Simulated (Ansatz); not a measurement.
Mulliken charges of AlFH3NZn, SMILES `[NH2][Zn][AlH][F]` from ωB97M-V/def2-TZVPP in Ansatz (PBE0-D4/def2-TZVP geometry).

| atom | x (Å) | y (Å) | z (Å) | charge (e) |
| --- | --- | --- | --- | --- |
| N1 | 0.074 | 1.856 | -1.146 | -0.440 |
| Zn2 | 0.021 | 0.324 | -0.163 | 0.111 |
| Al3 | 0.042 | -1.761 | 1.132 | 0.592 |
| F4 | -0.513 | -3.117 | 0.352 | -0.356 |
| H5 | 0.218 | 2.770 | -0.747 | 0.104 |
| H6 | -0.344 | 1.946 | -2.059 | 0.104 |
| H7 | 0.501 | -2.018 | 2.631 | -0.115 |

**Question.** By hand: the dipole of these point charges (1 e Å = 4.8032 D).

**Answer.** Σ q r = (0.107, 0.009, 0.437) e Å, of length 0.450 e Å = 2.16 D.

**Question.** How does the dipole of the full density compare? (Estimate.)

**Answer.** Ansatz gave: (0.008, 0.388, 0.052) e Å, 1.88 D; the point charges give 1.15 times that, at 81° from its direction.

Point charges leave out the atoms' own dipoles, such as those of lone pairs, and Mulliken's split depends on the basis, so the two needn't agree.
